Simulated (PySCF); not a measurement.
Se(SeH)(OSiH3) (H₄OSe₂Si), SMILES [SiH3]O[Se][SeH].

The structure is a stationary point at PBE0-D3(BJ)/def2-SVP. One conformer was computed; it need not be the lowest.

Two levels are set side by side: PBE/def2-TZVP (PySCF) and ωB97X/def2-TZVP (PySCF). Same geometry, gas phase. Differences are taken from unrounded values.

```csv
quantity,ωB97X
orbital gap (eV),9.80
highest occupied level (eV),-9.24
lowest empty level (eV),0.56
dipole moment (D),0.73
mean polarisability (bohr³),80.9
```

Task: What does PBE give, and how far is it from ωB97X? (Estimate from the structure and the level; the computed values follow.)

Result: 
```json
[
 {"quantity": "orbital gap (eV)", "PBE": "3.31", "PBE minus ωB97X": "-6.49"},
 {"quantity": "highest occupied level (eV)", "PBE": "-5.70", "PBE minus ωB97X": "3.54"},
 {"quantity": "lowest empty level (eV)", "PBE": "-2.39", "PBE minus ωB97X": "-2.95"},
 {"quantity": "dipole moment (D)", "PBE": "0.69", "PBE minus ωB97X": "-0.04"},
 {"quantity": "mean polarisability (bohr³)", "PBE": "85.4", "PBE minus ωB97X": "4.5"}
]
```

Without exact exchange PBE keeps part of each electron's self-repulsion, which lifts occupied levels and narrows the gap. Loosely held outer electrons make PBE densities more polarisable. Differences between two approximate levels are no errors against the true value.

Rough cost on one machine, each run with all the roots and properties that it gave: ωB97X against PBE within a factor of 2.
